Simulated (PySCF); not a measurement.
Species: C7H6ClOP.
Numbering: `[CH3:1][c:2]1[cH:3][c:4]([Cl:5])[p:6][c:7]([CH:8]=[O:9])[cH:10]1` (hydrogens: H11, H12, H13 on C1; H14 on C3; H15 on C8; H16 on C10)

The same species was optimised twice, with GFN2-xTB and with PBE0-D3(BJ)/def2-SVP (PySCF), and the same property calculations (PySCF, gas phase) were run on both structures.

| coordinate | GFN2-xTB | PBE0-D3(BJ)/def2-SVP | change |
| --- | --- | --- | --- |
| C7–C8 (Å) | 1.468 | 1.488 | +0.020 |
| C3–C4 (Å) | 1.378 | 1.390 | +0.012 |
| C2–C10 (Å) | 1.386 | 1.396 | +0.010 |
| C2–C3 (Å) | 1.394 | 1.403 | +0.009 |
| P6–C7 (Å) | 1.751 | 1.745 | -0.006 |
| C7–C10 (Å) | 1.390 | 1.394 | +0.004 |
| C1–C2 (Å) | 1.497 | 1.501 | +0.004 |
| C4–P6 (Å) | 1.745 | 1.746 | +0.001 |
| C4–Cl5 (Å) | 1.737 | 1.738 | +0.001 |
| C8=O9 (Å) | 1.204 | 1.205 | +0.001 |
| C7–C8–O9 (°) | 125.6 | 124.1 | -1.5 |
| Cl5–C4–P6 (°) | 115.1 | 116.4 | +1.3 |
| C8–C7–C10 (°) | 118.7 | 117.7 | -1.0 |
| C3–C4–P6 (°) | 127.0 | 126.2 | -0.8 |
| C4–P6–C7 (°) | 98.1 | 98.7 | +0.6 |
| P6–C7–C8 (°) | 115.6 | 116.2 | +0.6 |
| C2–C3–C4 (°) | 123.8 | 124.2 | +0.4 |
| C3–C4–Cl5 (°) | 117.9 | 117.5 | -0.4 |
| P6–C7–C8–O9 (°) | -179 | 180 | -1 |

Rotational constants: A = 1447, B = 718.6, C = 481.6 MHz (GFN2-xTB) against A = 1443, B = 711.1, C = 477.8 MHz (PBE0-D3(BJ)/def2-SVP).

On the GFN2-xTB structure: HOMO (eV) -7.42 [PBE0/pcSseg-1]; LUMO (eV) -2.63 [PBE0/pcSseg-1]; dipole (D) 2.94 [PBE0/pcSseg-1]; GIAO shielding of C1 (ppm) 160.9 [PBE0/pcSseg-1]; GIAO shielding of C2 (ppm) 37.8 [PBE0/pcSseg-1]; GIAO shielding of C3 (ppm) 41.7 [PBE0/pcSseg-1]; GIAO shielding of C4 (ppm) 3.6 [PBE0/pcSseg-1]; GIAO shielding of Cl5 (ppm) 647.7 [PBE0/pcSseg-1]; GIAO shielding of P6 (ppm) 71.0 [PBE0/pcSseg-1]; GIAO shielding of C7 (ppm) 10.4 [PBE0/pcSseg-1]; GIAO shielding of C8 (ppm) -8.5 [PBE0/pcSseg-1].

**Question.** What do these properties become on the PBE0-D3(BJ)/def2-SVP structure?

**Answer.** 
```csv
property,level,on GFN2-xTB,on PBE0-D3(BJ)/def2-SVP,change
HOMO (eV),PBE0/pcSseg-1,-7.42,-7.40,+0.02
LUMO (eV),PBE0/pcSseg-1,-2.63,-2.59,+0.04
dipole (D),PBE0/pcSseg-1,2.94,2.77,-0.17
"energy, GFN2-xTB geometry as zero (kcal/mol)",PBE0/pcSseg-1,0.0,-0.4,-0.4
GIAO shielding of C1 (ppm),PBE0/pcSseg-1,160.9,159.2,-1.7
GIAO shielding of C2 (ppm),PBE0/pcSseg-1,37.8,36.3,-1.5
GIAO shielding of C3 (ppm),PBE0/pcSseg-1,41.7,38.2,-3.5
GIAO shielding of C4 (ppm),PBE0/pcSseg-1,3.6,1.7,-1.9
GIAO shielding of Cl5 (ppm),PBE0/pcSseg-1,647.7,646.2,-1.5
GIAO shielding of P6 (ppm),PBE0/pcSseg-1,71.0,74.0,+3.0
GIAO shielding of C7 (ppm),PBE0/pcSseg-1,10.4,10.8,+0.4
GIAO shielding of C8 (ppm),PBE0/pcSseg-1,-8.5,-9.0,-0.5
```

The heavy atoms differ by 0.017 Å rms after alignment. Among bonds between heavy atoms C7–C8 changes most (+0.020 Å). Changes are differences of the printed values. Neither structure is proved a minimum here.

Conformer computed: `[CH3:1][c:2]1[cH:3][c:4]([Cl:5])[p:6][c:7]([CH:8]=[O:9])[cH:10]1`: P6–C7–C8–O9 180°.
